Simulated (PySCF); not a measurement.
# How methods differ on the ionisation energy of Al⁺

Al⁺ [Ne] 3s2 (1S) → Al²⁺ [Ne] 3s1 (2S), as a difference of total energies. All numbers are calculated (PySCF 2.14, the non-relativistic Hamiltonian (point nucleus), in aug-cc-pwCVTZ (8s7p5d3f, 75 functions)). Correlated levels: valence: [Ne] frozen. The calculations carry no spin-orbit coupling.

Task: Order these methods by the ionisation energy they give, lowest first.
A. SCS-MP2 (valence)
B. UHF
C. CCSD (valence)
D. MP2 (valence)

Result: B (17.520 eV), D (18.289 eV), A (18.443 eV), C (18.603 eV).

Errors of the correlated levels include the incompleteness of this basis and the frozen core.

With two correlated electrons CCSD is exact in that space.

For comparison: 18.829 eV (measured; NIST Atomic Spectra Database, ionization energies).
